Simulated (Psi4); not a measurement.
Pair of molecules, SMILES O with SMILES CF (the first has 3 atoms); geometry from B3LYP-D3(BJ)/def2-TZVP, rigid monomers moved along the line of their centres of mass till H3···F5 is 2.30 Å.
(charge 0, multiplicity 1):
```xyz
8

O     -0.1214    -0.0633     0.5828
H      0.0078     0.6366    -0.0644
H     -0.4799     0.3723     1.3672
C      0.4670    -0.2799     4.1074
F     -0.4687     0.6592     3.6487
H     -0.0647    -1.0328     4.6880
H      0.9493    -0.7288     3.2407
H      1.1929     0.2420     4.7300
```

Calculation: SAPT0/jun-cc-pV(D+d)Z in Psi4.

Which attractive term is largest, and how does the interaction split up?

electrostatics -3.92, exchange 1.51, induction -0.47, dispersion -0.66, total -3.54 kcal/mol; the largest attraction is electrostatics.
